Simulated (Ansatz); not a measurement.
`[NH2][Hf]([NH2])([OH])[F]` and `C[N](C)[Hf]([NH2])([NH2])[F]` differ in one atom or group.

Ansatz, PBE0-D4/def2-TZVP geometries, multiplicity 1. Each molecule was computed in one conformer, which needn't be the lowest.

Elements past krypton have def2 core potentials.

```csv
property,`[NH2][Hf]([NH2])([OH])[F]`
HOMO energy (PBE0/def2-TZVPP) / eV,-7.18
HOMO–LUMO gap (B3LYP/def2-TZVPP) / eV,6.51
size of the dipole moment (PBE/def2-TZVPP) / D,2.40
HOMO–LUMO gap (ωB97M-V/def2-TZVPP) / eV,10.60
HOMO energy (B3LYP/def2-TZVPP) / eV,-6.94
HOMO energy (ωB97M-V/def2-TZVPP) / eV,-9.55
```

(1) What does the change do to each property? (Estimate.)

Answers

(1) Computed: 
| property | `C[N](C)[Hf]([NH2])([NH2])[F]` | shift |
| --- | --- | --- |
| HOMO energy (PBE0/def2-TZVPP) / eV | -6.30 | 0.88 |
| HOMO–LUMO gap (B3LYP/def2-TZVPP) / eV | 5.84 | -0.67 |
| size of the dipole moment (PBE/def2-TZVPP) / D | 1.91 | -0.49 |
| HOMO–LUMO gap (ωB97M-V/def2-TZVPP) / eV | 9.74 | -0.86 |
| HOMO energy (B3LYP/def2-TZVPP) / eV | -6.11 | 0.83 |
| HOMO energy (ωB97M-V/def2-TZVPP) / eV | -8.59 | 0.96 |

With PBE0 the HOMO rises by 0.88 eV and the LUMO rises by 0.13 eV, so the gap narrows by about 0.75 eV. PBE moves the HOMO by 0.72 eV and ωB97M-V by 0.96 eV. Dipoles are sizes alone; their direction can turn.

B3LYP here is the variant with VWN-RPA as its local correlation; programs differ in this.
